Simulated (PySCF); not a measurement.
# Steps of a relaxation of [PbBr3]−

[PbBr3]− (singlet). PySCF 2.14.0, RKS PBE, Pb def2-SVP with ECP60, Br def2-SVP; non-relativistic Hamiltonian with scalar-relativistic core potentials where named; density fitting; no spin-orbit coupling. Origin of the start: displaced along the imaginary mode. Columns: position (Å) and force (eV/Å). Energies are counted from the last step; some of the 7 steps are shown. Forces carry noise of the integration grid, about 0.01 to 0.03 eV/Å.

Run from Python with OMP_NUM_THREADS=2. Where DIIS fails, smearing, a level shift and second-order steps follow.
It took 38 s on 2 threads of Arm Neoverse V1, with other jobs on the host, from the converged density of the start.

```xyz
4
step 0  E = 0.334 eV
Pb   -0.0238    0.2500    0.0000     0.08    0.20    0.00
Br   -1.3806   -0.2231    2.5210     0.13   -0.07   -0.32
Br   -1.3806   -0.2231   -2.5210     0.13   -0.07    0.32
Br    2.8239   -0.2126    0.0000    -0.34   -0.06    0.00
```

```xyz
4
step 2  E = 0.094 eV
Pb    0.0017    0.6970    0.0000    -0.05   -0.35    0.00
Br   -1.3104   -0.3758    2.3224     0.23    0.11   -0.40
Br   -1.3104   -0.3758   -2.3224     0.23    0.11    0.40
Br    2.6580   -0.3543    0.0000    -0.41    0.13    0.00
```

```xyz
4
step 4  E = 0.001 eV
Pb    0.0136    0.7834    0.0000    -0.08    0.01    0.00
Br   -1.2537   -0.4058    2.1786     0.03    0.00   -0.03
Br   -1.2537   -0.4058   -2.1786     0.03    0.00    0.03
Br    2.5327   -0.3806    0.0000     0.02    0.00    0.00
```

Task: Where does the relaxation end?

Result: It converges at step 6 in C3v:
```xyz
4
step 6  E = 0
Pb    0.0050    0.7943    0.0000
Br   -1.2434   -0.4081    2.1744
Br   -1.2434   -0.4081   -2.1744
Br    2.5207   -0.3870    0.0000
```

Task: How did the contacts change?

Result: 
| contact | start (Å) | end (Å) |
| --- | --- | --- |
| Pb1–Br2 (Br) | 2.902 | 2.781 |
| Pb1–Br3 (Br) | 2.902 | 2.781 |
| Pb1–Br4 (Br) | 2.885 | 2.779 |
